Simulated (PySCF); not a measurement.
Delta-SCF ions had no search for a lower state. Excitations are Tamm–Dancoff values on a coarser integration grid. The basis has no diffuse functions, so Rydberg states are missing or too high.

Species: C$_{9}$H$_{10}$SSi, SMILES `c1cc(c2c(c1)sc(c2)C)[SiH3]` (charge 0, multiplicity 1).

Question: Predict the vertical ionisation energy (Delta-SCF), HOMO, S1 oscillator strength, LUMO and T1 excitation (TDA) from M06-2X/def2-TZVP // B3LYP-D3(BJ)/def2-SVP in PySCF 2.14.0.

Answer: 
| Item | Value |
|---|---|
| vertical ionisation energy (Delta-SCF) | 8.16 eV |
| HOMO | -7.36 eV |
| S1 oscillator strength | 0.033 |
| LUMO | -0.34 eV |
| T1 excitation (TDA) | 3.62 eV |
